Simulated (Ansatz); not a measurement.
`[F][Ti]([Br])([Br])[Br]`. The species carries charge 0 and has multiplicity 1. The structure was optimised at the PBE0-D4/def2-TZVP level.

```xyz
5

F    -0.125   -0.210   -1.830
Ti   -0.008   -0.013   -0.115
Br    0.799   -1.971    0.831
Br    1.440    1.734    0.362
Br   -2.107    0.460    0.751
```

(1) What is the dipole moment at r2SCAN/def2-TZVPP? (Best estimate.)

(2) And with PBE, B3LYP, ωB97M-V? (Estimate.)

(3) Give the Mulliken charges with r2SCAN, B3LYP, PBE in def2-TZVPP. (Best estimate.)

Answers

(1) Computed: 0.36 D, with components (0.02, 0.04, 0.36) D in this frame, pointing from negative to positive charge.

(2) Ansatz gave: PBE 0.38 D, B3LYP 0.46 D, ωB97M-V 0.33 D.

(3) Ansatz gave: 
```
atom  r2SCAN  B3LYP    PBE
  F1   -0.33  -0.35  -0.30
 Ti2    0.66   0.68   0.57
 Br3   -0.11  -0.11  -0.09
 Br4   -0.11  -0.11  -0.09
 Br5   -0.11  -0.11  -0.09
```

B3LYP here is the variant with VWN-RPA as its local correlation; programs differ in this.
